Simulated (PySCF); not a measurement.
Calculation: PBE-D3(BJ)/def2-TZVP // r2SCAN-D4/def2-SVP run with PySCF. Isolated molecules, 0 K electronic values unless said otherwise. One relaxed conformer stands for a flexible species; it need not be the lowest. 

Reference species: [Mo(Cl)6] (neutral, multiplicity 1).

| Property | Result |
|---|---|
| coordination number | 6 |
| mean distance from the central atom to its bonded neighbours | 2.308 Å |

Changed species: [Mo(Cl)5(OH)] (1 of 6 Cl replaced by OH; the reference has 0 of 6 Cl replaced by OH).

Problem. Predict the effect on the coordination number and mean distance from the central atom to its bonded neighbours.

Solution. the coordination number hardly moves; the mean distance from the central atom to its bonded neighbours drops by 0.067 Å, to 2.241 Å.
